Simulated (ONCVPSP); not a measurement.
**Kr, ONCV: configuration errors across variants**

- Element: krypton
- Generator: ONCVPSP 4.0.1
- Type: optimised norm-conserving Vanderbilt (ONCV)
- Functional: PW91
- Relativity: non-relativistic
- Frozen core: [Ne]
- Valence charge: 26
- Reference configuration: 3s2 3p6 3d10 4s2 4p5.5 (charge +0.5)
- Partial waves: 3s+4s: rc 1.05 bohr, ncon 3, nbas 6, qcut 9.4 1/bohr, 2 projectors; 3p+4p: rc 1.10 bohr, ncon 3, nbas 6, qcut 10.5 1/bohr, 3 projectors, debl 0.8 Ha; 3d: rc 1.00 bohr, ncon 5, nbas 10, qcut 15.8 1/bohr, local; f scattering state at 0.03 Ha: rc 1.10 bohr, ncon 5, nbas 9, qcut 10.9 1/bohr, 2 projectors, debl 0.6 Ha
- Local potential: the d channel
- Core correction: Teter function, fcfact 5, rcfact 1.75

All-electron excitation energies from the reference (eV): (1) 3s2 3p6 3d10 4s2 4p6 -5.899; (2) 3s2 3p6 3d10 4s2 4p5 8.471; (3) 3s2 3p6 3d10 4s2 4p4 33.703; (4) 3s2 3p5 3d10 4s2 4p6 199.901.

4 further variants failed, have other tests or another functional or relativity, and are left out.

A true bound ghost makes a file unfit for plane-wave use even where its test errors are small: the radial tests pick states by their node count and pass the ghost by.

Errors AE − PS in meV (a dash: test not solved or not reliable):

| change | (1) | (2) | (3) | (4) | bound ghosts | GHOST(+) flags above zero |
| --- | --- | --- | --- | --- | --- | --- |
| base | +0.1 | -0.2 | -1.1 | +177 | s | f |
| d: nproj 1; f: rc 1, qcut 12, nproj 0; local potential the f channel | +0.2 | -0.1 | -0.6 | +302 | none | none |
| all radii but the core radius scaled by about 1.31 (s 1.38, p 1.44, d 1.30, f 1.44 bohr) | +0.2 | -0.5 | -3.7 | +645 | s | f |
| p: rc 1.58 | +0.1 | -0.2 | -1.3 | +1369 | s | f |

Give the same row for: s: qcut 11.8; p: qcut 13.2; d: qcut 19.8; f: qcut 13.7.

0.0, -0.1, -0.3, -22; bound ghosts: s; GHOST(+) flags above zero: p, f.
